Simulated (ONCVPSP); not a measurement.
## An all-electron radial function and its pseudo partner (Ru (Z = 44))

Columns: radius, all-electron u(r) and pseudo u(r) of the 4s shell (level -76.28 eV) of ruthenium in the configuration [Ar] 3d10 4s2 4p6 4d7 5s1; BLYP, scalar-relativistic, ONCV scheme, ONCVPSP 4.0.1.

| r (bohr) | all-electron | pseudo |
| --- | --- | --- |
| 0.095 | 0.4075 | 0.1403 |
| 0.190 | -0.1650 | 0.2820 |
| 0.285 | -0.6228 | 0.4247 |
| 0.380 | -0.4750 | 0.5660 |
| 0.475 | -0.0279 | 0.7008 |
| 0.570 | 0.4436 | 0.8221 |
| 0.665 | 0.8088 | 0.9221 |
| 0.760 | 1.0366 | 0.9939 |
| 0.855 | 1.1410 | 1.0326 |
| 0.950 | 1.1510 | 1.0360 |
| 1.045 | 1.0979 | 1.0057 |
| 1.140 | 1.0075 | 0.9463 |
| 1.235 | 0.8993 | 0.8650 |
| 1.330 | 0.7865 | 0.7705 |
| 1.425 | 0.6772 | 0.6712 |
| 1.520 | 0.5761 | 0.5745 |
| 1.615 | 0.4856 | 0.4852 |
| 1.710 | 0.4062 | 0.4061 |
| 1.805 | 0.3377 | 0.3376 |
| 1.900 | 0.2794 | 0.2793 |
| 1.995 | 0.2302 | 0.2301 |
| 2.090 | 0.1890 | 0.1889 |
| 2.185 | 0.1547 | 0.1547 |
| 2.280 | 0.1263 | 0.1263 |
| 2.375 | 0.1030 | 0.1029 |
| 2.470 | 0.0838 | 0.0837 |

(1) How many radial nodes do the two functions have?

(2) At about which radius was the pseudo-wave matched?

(3) Is the pseudo-wave norm-conserving?

Results:

(1) The all-electron 4s function has n − l − 1 = 3 (the table is too coarse to show those close to the nucleus); the pseudo-wave has 0, since the states of the same l below it are removed with the core.

(2) 1.90 bohr. The columns agree to 0.0005 from 1.61 bohr on; several derivatives are matched, so the curves merge somewhat inside the radius.

(3) Yes: the ONCV scheme keeps the norm inside the radius equal to the all-electron one, which fixes the energy derivative of the logarithmic derivative at the level.
